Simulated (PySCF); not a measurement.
A structure optimised at PBE-D3(BJ)/def2-SVP, used in a PySCF frequency run:

```xyz
11

F     -0.4254    -0.1978    -1.7819
C     -0.2770    -0.7717    -0.5394
C     -1.4694    -0.4692     0.3527
Cl    -1.7311     1.2796     0.6456
C      1.0929    -0.3531     0.0239
F      1.2163    -0.8155     1.2933
F      1.2717     0.9743     0.0324
F      2.0808    -0.9025    -0.7148
H     -0.2255    -1.8801    -0.6555
H     -1.3350    -0.9708     1.3300
H     -2.3807    -0.8655    -0.1344
```

Task: Write its SMILES and formula.

Result: F[C@H](CCl)C(F)(F)F, C3H3ClF4

Task: What are its rotational constants (standard atomic weights)?

Result: 2.5905, 1.2012, 1.0680 GHz
